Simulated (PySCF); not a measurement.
**[FeF6]4-: what the settings change**

The complex [FeF6]4- (charge -4) contains Fe(II), shell d6. The structure is a PBE0-D3(BJ)/def2-SVP, IEF-PCM water geometry optimised for multiplicity 5; coordination octahedral, point group D4h, metal–donor distances 2.06–2.17 Å.

```
7

Fe    0.0000    0.0000    0.0000
F     0.0000    2.1752    0.0000
F     0.0000   -2.1752    0.0000
F     0.0000    0.0000    2.0594
F     0.0000    0.0000   -2.0594
F     2.1752    0.0000    0.0000
F    -2.1752    0.0000    0.0000
```

Method (PySCF 2.14, density fitting): CASSCF(6,5) with orbitals averaged over all microstates of the shell, strongly contracted NEVPT2 on the averaged canonical orbitals; basis x2c-TZVPall on the metal, x2c-SVPall elsewhere; spin-free X2C; IEF-PCM water; spin-orbit coupling by state interaction with the mean-field operator over all roots.

Base run: NEVPT2 ground state 5B2g (from 5T2g), next 5Eg (from 5T2g) at 741, then 5B1g (from 5Eg) at 6943 cm⁻¹, 10Dq(CASSCF) 5900, B(CASSCF) 1155, ζ 407 cm⁻¹, μeff(300 K) 5.46 μB.

(1) What happens with the basis x2c-TZVPall on all atoms?

(2) What happens with orbitals averaged over the highest spin alone?

NEVPT2 lifts 5B1g (from 5Eg) from 5682 to 6943 cm⁻¹; on the d shell alone it tends to overshoot states that fill the eg-type orbitals.

Results:

(1) NEVPT2 ground state 5B2g (from 5T2g), next 5Eg (from 5T2g) at 766, then 5B1g (from 5Eg) at 6496 cm⁻¹, 10Dq(CASSCF) 5628, B(CASSCF) 1155, ζ 407 cm⁻¹, μeff(300 K) 5.46 μB. It took 24 s against 12 s on a shared host of the same kind.

(2) NEVPT2 ground state 5B2g (from 5T2g), next 5Eg (from 5T2g) at 721, then 5B1g (from 5Eg) at 6711 cm⁻¹, 10Dq(CASSCF) 5931, B(CASSCF) 1173, ζ 413 cm⁻¹, μeff(300 K) 5.48 μB.
